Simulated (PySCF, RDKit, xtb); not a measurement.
Pair of molecules: C2H4 (SMILES C=C) (first 6 atoms) with CH2O2 (SMILES O=CO); geometry from B3LYP-D3(BJ)/def2-TZVP, rigid monomers moved along the line of their centres of mass till C1···H11 is 2.68 Å.
(charge 0, multiplicity 1):
```json
[
 {"atom": "C", "x (Å)": "-0.5815", "y (Å)": "-0.2437", "z (Å)": "-0.0160"},
 {"atom": "C", "x (Å)": "0.6177", "y (Å)": "0.3200", "z (Å)": "0.0712"},
 {"atom": "H", "x (Å)": "-0.8066", "y (Å)": "-1.1666", "z (Å)": "0.5048"},
 {"atom": "H", "x (Å)": "-1.3733", "y (Å)": "0.1904", "z (Å)": "-0.6147"},
 {"atom": "H", "x (Å)": "0.8555", "y (Å)": "1.2381", "z (Å)": "-0.4526"},
 {"atom": "H", "x (Å)": "1.4055", "y (Å)": "-0.1268", "z (Å)": "0.6657"},
 {"atom": "O", "x (Å)": "0.3404", "y (Å)": "-1.2035", "z (Å)": "3.6259"},
 {"atom": "C", "x (Å)": "-0.1540", "y (Å)": "-0.2282", "z (Å)": "4.1206"},
 {"atom": "O", "x (Å)": "-0.6073", "y (Å)": "0.8390", "z (Å)": "3.4544"},
 {"atom": "H", "x (Å)": "-0.2998", "y (Å)": "-0.0845", "z (Å)": "5.1996"},
 {"atom": "H", "x (Å)": "-0.4682", "y (Å)": "0.6908", "z (Å)": "2.4960"}
]
```

Counterpoise-corrected where a basis set is named; no monomer relaxation. Rows marked so take none. RDKit's UFF carries no charges.

Rows in 6-31G* carry no dispersion term and start afresh at each structure (6-31G* with six Cartesian d functions).

Programs: PySCF for 6-31G* rows; RDKit for the force fields; xtb for the GFN methods. 

Task: One of these levels gives -0.16 kcal/mol for the interaction energy. Which one is it?
A) HF/6-31G* (no counterpoise)
B) MMFF94
C) UFF
D) GFN-FF

Result: C, UFF. The others give -2.42 (MMFF94), -2.78 (GFN-FF), -3.72 (HF/6-31G* (no counterpoise))
